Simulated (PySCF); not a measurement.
The multiplicity is imposed and other spin states were not computed.

B3LYP has the VWN-RPA correlation part, as in Gaussian. 

[Cu(CNH)(H)] (charge 0, multiplicity 1)

Level of theory: B3LYP-D3(BJ)/def2-TZVP // TPSS-D3(BJ)/def2-SVP in PySCF.

| Quantity | Result |
|---|---|
| HOMO | -6.18 eV |
| dipole moment | 6.98 D |
| HOMO–LUMO gap | 4.55 eV |
| LUMO | -1.63 eV |
| charge on the central atom (Mulliken) | -0.26 e |
| charge on the central atom (meta-Löwdin) | 0.34 e |
| total energy | -47201.96 eV |
| cost | roughly 26 core-seconds |

Bond lengths (Å): Cu1–C3 1.822, Cu1–H5 1.538, N2–C3 1.180, N2–H4 1.008. Bond angles (°): C3–Cu1–H5 180.0, C3–N2–H4 180.0, Cu1–C3–N2 179.9.
